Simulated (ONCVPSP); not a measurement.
# V (Z = 23), ONCV: configuration errors across variants

V, optimised norm-conserving Vanderbilt (ONCV), made with ONCVPSP 4.0.1 (PBEsol, scalar-relativistic). Core [Ar], reference 3d3 4s2. Waves: 4s: rc 2.30 bohr, ncon 3, nbas 8, qcut 2.7 1/bohr, 2 projectors, debl 3.2 Ha; p scattering state at 0.05 Ha: rc 2.35 bohr, ncon 3, nbas 7, qcut 3.9 1/bohr, 2 projectors, debl 1.5 Ha; 3d: rc 1.85 bohr, ncon 5, nbas 10, qcut 9.3 1/bohr, 1 projector. Local part: polynomial inside 1.60 bohr (lpopt 5, dvloc0 0 Ha). Core correction: Teter function, fcfact 5, rcfact 1.2.

All-electron excitation energies from the reference (eV): (1) 3d3 4s1 7.750; (2) 3d3 4s0 21.954; (3) 3d2 4s0 50.803; (4) 3d4 4s0 7.165.

A true bound ghost makes a file unfit for plane-wave use even where its test errors are small: the radial tests pick states by their node count and pass the ghost by.

Errors AE − PS in meV (a dash: test not solved or not reliable):

| change | (1) | (2) | (3) | (4) | bound ghosts | GHOST(+) flags above zero |
| --- | --- | --- | --- | --- | --- | --- |
| base | -2.1 | +19 | -73 | -179 | none | s, p |
| all radii but the core radius scaled by about 0.77 (s 1.78, p 1.82, d 1.42 bohr); local potential polynomial inside 1.24 bohr (lpopt 5, dvloc0 0 Ha) | -1.8 | +19 | -159 | -158 | p | s |
| all radii but the core radius scaled by about 0.92 (s 2.12, p 2.16, d 1.70 bohr); local potential polynomial inside 1.48 bohr (lpopt 5, dvloc0 0 Ha) | -3.5 | +14 | -82 | -193 | p | s |
| all radii but the core radius scaled by about 1.09 (s 2.50, p 2.56, d 2.02 bohr); local potential polynomial inside 1.74 bohr (lpopt 5, dvloc0 0 Ha) | -1.2 | +21 | -76 | -154 | none | s |
| all radii but the core radius scaled by about 1.22 (s 2.80, p 2.86, d 2.26 bohr); local potential polynomial inside 1.96 bohr (lpopt 5, dvloc0 0 Ha) | -0.7 | +16 | -106 | -105 | none | s |

Give the same row for: all radii but the core radius scaled by about 1.29 (s 2.96, p 3.02, d 2.38 bohr); local potential polynomial inside 2.06 bohr (lpopt 5, dvloc0 0 Ha).

-0.7, +8.3, -140, -75; bound ghosts: none; GHOST(+) flags above zero: s.
